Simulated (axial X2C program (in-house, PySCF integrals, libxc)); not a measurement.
# Correcting the dissociation energy of NbB⁺ for spin–orbit coupling

A spin-free CCSD(T) curve (one-electron X2C) was computed with an in-house all-electron X2C program for linear molecules (integrals from PySCF), basis Nb dyall-cv3z [11s12p9d5f3g], B dyall-v3z [7s6p2d1f] (cores contracted in-house), for the state M_S = 5/2, Λ = 0 (beyond evenly filled blocks: σα, π+α, π-α, δ+α, δ-α). It gives D0 = 2.633 eV to Nb+ + B, which in a spin-free picture are the weighted means of the ground terms.

Correlated methods: 15 electrons correlated (number of frozen shells: Nb 3 s, 2 p, 1 d; B 1 s), 273 virtual spin orbitals or spinors in MP2, 90 natural virtuals in coupled cluster.

Measured levels of the ground terms (NIST Handbook of Basic Atomic Spectroscopic Data), in cm⁻¹: Nb+ 5D: J = 0 at 0, J = 1 at 159, J = 2 at 438.4, J = 3 at 801.3, J = 4 at 1224.8; B 2P: J = 1/2 at 0, J = 3/2 at 15.3.

The molecular state has Λ = 0, so it has no first-order lowering.

How far does each ground level lie under the (2J+1)-weighted mean of its term?

Nb+: (1 × 0 + 3 × 159 + 5 × 438.4 + 7 × 801.3 + 9 × 1224.8)/25 = 772 cm⁻¹; B: (2 × 0 + 4 × 15.3)/6 = 10 cm⁻¹.

Correct D0.

D0 = 2.633 + (0 − 782)/8065.5 = 2.536 eV at CCSD(T) with these spin–orbit terms.

Second-order spin–orbit effects in the molecule, which grow quickly with Z, are left out. Occupations by symmetry block were frozen at the best pattern of an incomplete PBE0 search. Dissociation energies refer to the lowest single-determinant-based atoms at the same level and basis. CCSD and (T) use frozen natural virtuals with an MP2 correction for the truncation; (T) itself is uncorrected, so its De runs slightly low. Other states lie close and PBE0, whose exact exchange favours high spin, may order them wrongly; the determinant shown need not be the ground state. The nearest other spin-free determinant of the search, M_S = 5/2, Λ = 2, lies 0.40 eV up at the distance of the search.
